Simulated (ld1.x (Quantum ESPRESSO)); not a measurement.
**What one change does to a pseudopotential (zirconium, TM semilocal)**

zirconium, norm-conserving Troullier–Martins (semilocal form), made with ld1.x (Quantum ESPRESSO) 7.5 (PBE, scalar-relativistic). Core [Kr], reference 4d2 5s1.5 5p0 (charge +0.5). Waves: 5s (bound): rc 2.90 bohr; 5p (bound, empty): rc 4.05 bohr; 4d (bound): rc 1.80 bohr. Local part: the d channel. Core correction: none.

Change: wave 5p (bound): rc 4.05 bohr becomes 5p (bound): rc 3.30 bohr.

Cutoffs: the cutoffs (Ry, on a coarse ladder) from which the occupation-weighted sum of valence levels, in a spherical-Bessel basis at the reference potential, stays within 10 and 1 mRy of its value at 400 Ry; they do not see the model core or the augmentation charge, which bear on the density cutoff. Errors are all-electron minus pseudo energies relative to the spin-unpolarised reference configuration.

How do hardness, ghosts and transferability respond?

The potential gets neither clearly harder nor softer (30 Ry and 40 Ry → 30 Ry and 40 Ry); of the 7 tests that both files solve, the error grows in 2 and shrinks in 0 by more than 15 % and 0.3 meV (median size 14.2 → 17.0 meV); neither file shows a bound ghost. A semilocal file is local in each channel, so a ghost entry of none says nothing of the separable form that plane-wave codes build from it.

| quantity | base | changed |
| --- | --- | --- |
| cutoff, loose | 30 Ry | 30 Ry |
| cutoff, tight | 40 Ry | 40 Ry |
| bound ghosts | none | none |
| error for 4d2 5s2 5p0, meV [ΔE -2.88 eV] | +1.9 | +1.9 |
| error for 4d2 5s1 5p0, meV [ΔE 4.26 eV] | +4.4 | +4.4 |
| error for 4d2 5s0 5p0, meV [ΔE 17.20 eV] | +149 | +149 |
| error for 4d2 5s1 5p1, meV [ΔE 0.16 eV] | +1.2 | +1.7 |
| error for 4d2 5s0 5p2, meV [ΔE 3.33 eV] | +14 | +17 |
| error for 4d1 5s2 5p0, meV [ΔE 4.78 eV] | +43 | +43 |
| error for 4d2 5s0 5p1, meV [ΔE 7.97 eV] | +29 | +32 |
